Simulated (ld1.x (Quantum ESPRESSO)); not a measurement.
Results of a calculation; reference values are marked as such.
**Hardness and transferability of assorted potentials**

Generated with ld1.x 7.5 (TM, RRKJ, ultrasoft, PAW), atompaw 4.2 or ONCVPSP 4.0.1. The cutoff is in Ry: for ld1.x and atompaw files where the sum of valence levels is converged to 10 mRy in a Bessel basis, for ONCV files where the hardest occupied wave has 1 mHa per electron of residual kinetic energy. The error is the largest all-electron minus pseudo excitation energy over each file’s own four to seven test configurations (ionisations up to +4, promotions, holes and added fractions of an electron), all of which were solved. The labels leave out finer settings (local radius, basis sizes, second energies), which also bear on the numbers. Spin-polarised tests are not counted. The rows are a selection from randomly drawn settings: files with unsolved tests, undetermined cutoffs or missed reference levels are left out.

A true bound ghost makes a file unfit for plane-wave use even where its test errors are small: the radial tests pick states by their node count and pass the ghost by.

```tsv
element	potential	cutoff (Ry)	largest error (meV)	bound ghosts
N	TM, LDA (PZ), scalar-relativistic, rc 0.70/1.20/1.10 (spd), local s, core correction yes, reference 2s2 2p3	140	+430	none
Fe	PAW, LDA (PZ), scalar-relativistic, rc 0.96/1.00/1.14 (spd), local smoothed, core correction yes, reference 3s2 3p6 3d6 4s1 4p1	100	+15	none
Cd	TM, PBE, scalar-relativistic, rc 1.65/2.55/2.40 (spd), local smoothed, core correction yes, reference 5s2 5p0	30	-211	d, s
I	TM semilocal, PBEsol, scalar-relativistic, rc 1.80/1.90/1.85 (spd), local d, core correction no, reference 5s2 5p5	35	-59	none
Lu	TM semilocal, PBE, scalar-relativistic, rc 2.20/2.70/2.35 (spd), local d, core correction no, reference 5d1 6s1 6p0	18	+347	none
Hg	TM, PBE, scalar-relativistic, rc 1.85/3.20 (sp), local smoothed, core correction yes, reference 6s2 6p0	18	-499	none
Pb	TM semilocal, PBE, scalar-relativistic, rc 1.75/2.25/2.15 (spd), local d, core correction no, reference 6s2 6p2	25	+171	none
```

**Question.** Fill in the row for Mo: ultrasoft, LDA (PZ), scalar-relativistic, rc 1.90/1.80/1.90 (spd), local smoothed, core correction no, reference 4s2 4p6 4d4 5s2 5p0.

**Answer.** cutoff 30 Ry, largest error -44 meV, bound ghosts: d.
